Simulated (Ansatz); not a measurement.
The cluster Sn2H, 3 atoms. Hardware: 4 threads of Arm Neoverse V1 on a shared host.

In the def2 sets Sn takes a core potential; there is no spin–orbit coupling.

**Question.** How many basis functions does each of these Ansatz runs have, and roughly what does it cost? BLYP-D4/def2-TZVP, charge 0 doublet, energy, from earlier orbitals; PBE-D4/def2-SVP, charge 0 doublet, energy, from earlier orbitals; PBE0-D4/def2-TZVPD, charge 0 doublet, energy, from earlier orbitals; PBE0-D4/def2-TZVP, charge 1 triplet at the geometry of the charge 0 doublet, energy; PBE0-D4/def2-TZVP, charge 0 doublet, energy, from earlier orbitals; PBE0-D4/def2-TZVPD, charge -1 singlet at the geometry of the charge 0 doublet, energy; HF/STO-3G, charge 0 doublet, energy; PBE-D4/def2-TZVPD, charge -1 triplet at the geometry of the charge 0 doublet, energy, from earlier orbitals; PBE0-D4/def2-TZVP, charge 0 quartet, energy, from earlier orbitals; HSE06-D4/def2-TZVP, charge 0 doublet, energy, from earlier orbitals; HSE06-D4/def2-TZVP, charge 0 quartet, energy, from earlier orbitals; PBE0-D4/def2-TZVPD, charge -1 triplet at the geometry of the charge 0 doublet, energy.

**Answer.** Other jobs shared the machine, so times can vary by a factor of up to 3. A dash marks memory too small to be measured apart from the calling script's.

| run | functions | fitting or Cholesky vectors | wall time | peak host memory (GiB) |
| --- | --- | --- | --- | --- |
| PBE-D4/def2-SVP, charge 0 doublet, energy, from earlier orbitals | 57 | 640 | 1.1 s | – |
| PBE0-D4/def2-TZVPD, charge -1 singlet at the geometry of the charge 0 doublet, energy | 121 | 1027 | 1.5 s | – |
| PBE0-D4/def2-TZVP, charge 1 triplet at the geometry of the charge 0 doublet, energy | 106 | 966 | 1.9 s | – |
| HSE06-D4/def2-TZVP, charge 0 doublet, energy, from earlier orbitals | 106 | 966 | 2.6 s | – |
| BLYP-D4/def2-TZVP, charge 0 doublet, energy, from earlier orbitals | 106 | 820 | 3.2 s | – |
| HF/STO-3G, charge 0 doublet, energy | 55 | 727 | 3.4 s | – |
| PBE-D4/def2-TZVPD, charge -1 triplet at the geometry of the charge 0 doublet, energy, from earlier orbitals | 121 | 859 | 4 s | – |
| HSE06-D4/def2-TZVP, charge 0 quartet, energy, from earlier orbitals | 106 | 966 | 4.8 s | – |
| PBE0-D4/def2-TZVPD, charge 0 doublet, energy, from earlier orbitals | 121 | 1027 | 6.5 s | – |
| PBE0-D4/def2-TZVP, charge 0 quartet, energy, from earlier orbitals | 106 | 966 | 8.5 s | – |
| PBE0-D4/def2-TZVPD, charge -1 triplet at the geometry of the charge 0 doublet, energy | 121 | 1027 | 11 s | – |
| PBE0-D4/def2-TZVP, charge 0 doublet, energy, from earlier orbitals | 106 | 966 | 11 s | – |
